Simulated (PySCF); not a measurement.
Isomers of C5H10O2Si, from PBE0-D3(BJ)/def2-SVP geometry optimisation, gas phase (PySCF 2.14.0). One conformer each, no zero-point energy, no frequencies.

Task: Which isomer lies lower at this level?
A. `[CH2:1]=[CH:2][CH2:3][Si:4]([OH:5])([OH:6])[CH:7]=[CH2:8]` with C1–C2–C3–Si4 -106°, C2–C3–Si4–O5 -60°, C3–Si4–O5–H 178°, C3–Si4–O6–H -68°, C3–Si4–C7–C8 137°: A = 2217, B = 1202, C = 986.1 MHz, dipole 1.97 D
B. `[O:1]=[CH:2][C@H:3]1[CH2:4][O:5][CH2:6][CH2:7][SiH2:8]1` with O1–C2–C3–C4 155°, C2–C3–C4–O5 63°, C3–C4–O5–C6 75°, C4–O5–C6–C7 -72°, O5–C6–C7–Si8 55°: A = 2506, B = 1426, C = 1122 MHz, dipole 3.24 D

Result: A. That is `C=CC[Si](O)(O)C=C`, 41.7 kcal/mol below the other.

```json
{"SMILES": "C=CC[Si](O)(O)C=C", "mapped SMILES": "[CH2:1]=[CH:2][CH2:3][Si:4]([OH:5])([OH:6])[CH:7]=[CH2:8]", "E (Eh)": "-635.69333", "relative (kcal/mol)": "0.0", "relative (kJ/mol)": "0.0", "dipole (D)": "1.97"}
{"SMILES": "O=C[C@H]1COCC[SiH2]1", "mapped SMILES": "[O:1]=[CH:2][C@H:3]1[CH2:4][O:5][CH2:6][CH2:7][SiH2:8]1", "E (Eh)": "-635.62682", "relative (kcal/mol)": "41.7", "relative (kJ/mol)": "174.6", "dipole (D)": "3.24"}
```

As drawn, the lower has an O–H bond, an Si–O bond and a C=C bond outside aromatic rings, which the higher lacks; the higher has a C=O bond, which the lower lacks.
